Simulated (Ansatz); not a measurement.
Program: Ansatz. Geometries: PBE0-D4/def2-TZVP. ΔE: electronic, gas phase. CCSD(T)/CBS is the MP2 limit (def2-TZVPP, def2-QZVPP) plus CCSD(T) − MP2 in def2-TZVPP, frozen cores. This one scheme is used for every species. DFT in def2-TZVPP. B3LYP here is the variant with VWN-RPA as its local correlation; programs differ in this. def2 core potentials past Kr. For I outer-core shells are correlated without core-valence functions, which leaves a few kJ/mol of doubt a bond. Each species was taken in one conformer, which may not be the lowest.

Consider the ligand exchange at the Si–C bond: `ClC[SiH](Cl)I` + H–F → `F[SiH](Cl)I` + `CCl`.

```json
{"level": "BLYP-D4", "ΔE (kcal/mol)": "-33.4", "difference from CCSD(T)/CBS": "-1.3"}
{"level": "B97M-V", "ΔE (kcal/mol)": "-36.1", "difference from CCSD(T)/CBS": "-4.0"}
{"level": "BHLYP-D4", "ΔE (kcal/mol)": "-35.0", "difference from CCSD(T)/CBS": "-2.9"}
{"level": "BLYP", "ΔE (kcal/mol)": "-37.4", "difference from CCSD(T)/CBS": "-5.3"}
{"level": "B3LYP", "ΔE (kcal/mol)": "-37.2", "difference from CCSD(T)/CBS": "-5.1"}
{"level": "CAM-B3LYP", "ΔE (kcal/mol)": "-37.5", "difference from CCSD(T)/CBS": "-5.4"}
{"level": "CCSD/def2-SVP", "ΔE (kcal/mol)": "-32.4", "difference from CCSD(T)/CBS": "-0.3"}
{"level": "HF/def2-TZVPP", "ΔE (kcal/mol)": "-40.1", "difference from CCSD(T)/CBS": "-8.0"}
{"level": "CCSD/def2-TZVPP", "ΔE (kcal/mol)": "-33.8", "difference from CCSD(T)/CBS": "-1.7"}
{"level": "MP2/def2-QZVPP", "ΔE (kcal/mol)": "-31.5", "difference from CCSD(T)/CBS": "0.6"}
{"level": "CCSD(T)/CBS", "ΔE (kcal/mol)": "-32.1", "difference from CCSD(T)/CBS": "0"}
```

Largest T1 diagnostic among the species: 0.009.

Leaving LDA and LC-ωPBE aside and taking each functional with its dispersion term where it has one, the values, not all of them listed here, spread over 6.0 kcal/mol, from B97M-V to revPBE-D4. LDA lies +1.9 kcal/mol from PBE without D4. In def2-TZVPP, CCSD(T) changes the Hartree–Fock value by +7.5 kcal/mol (the triples alone add +1.1 kcal/mol) and MP2 by +8.5 kcal/mol.
